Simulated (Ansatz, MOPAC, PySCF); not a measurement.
Molecule: C$_{2}$H$_{3}$F$_{2}$, charge 0, multiplicity 2. SMILES: C[C](F)F
Geometry: optimised at B3LYP-D3(BJ)/def2-TZVP (Ansatz, a program for electronic structure).

Unscaled harmonic wavenumbers (cm⁻¹) in rising order, each level at the stationary point that it reaches from this structure (no distance between atoms moves by over 0.3 Å); the order of modes can differ between levels, and a negative number is imaginary. B3LYP-D3(BJ)/def2-TZVP (PySCF, at the structure above): 192, 376, 460, 537, 856, 980, 1090, 1228, 1272, 1413, 1473, 1474, 2997, 3103, 3143.

AM1 (MOPAC): 26, 350, 402, 484, 1006, 1028, 1033, 1366, 1367, 1408, 1574, 1598, 3046, 3068, 3148. Zero-point energy 29.9 against 29.4 kcal/mol; where all levels lie over 400 cm⁻¹, the wavenumbers are on average 1.022 times those of B3LYP-D3(BJ)/def2-TZVP.

PM3 (MOPAC): 80, 403, 415, 503, 936, 969, 1000, 1349, 1373, 1381, 1599, 1643, 3073, 3093, 3169. Zero-point energy 30.0 against 29.4 kcal/mol; where all levels lie over 400 cm⁻¹, the wavenumbers are on average 1.017 times those of B3LYP-D3(BJ)/def2-TZVP.

PM7 (MOPAC): 78, 373, 404, 451, 991, 1032, 1043, 1253, 1261, 1381, 1550, 1574, 2653, 2663, 2772. Zero-point energy 27.8 against 29.4 kcal/mol; where all levels lie over 400 cm⁻¹, the wavenumbers are on average 0.971 times those of B3LYP-D3(BJ)/def2-TZVP.

HF/6-31G* (Ansatz): 209, 396, 496, 582, 937, 1090, 1210, 1398, 1400, 1576, 1620, 1623, 3206, 3288, 3321. Zero-point energy 32.0 against 29.4 kcal/mol; where all levels lie over 400 cm⁻¹, the wavenumbers are on average 1.094 times those of B3LYP-D3(BJ)/def2-TZVP.
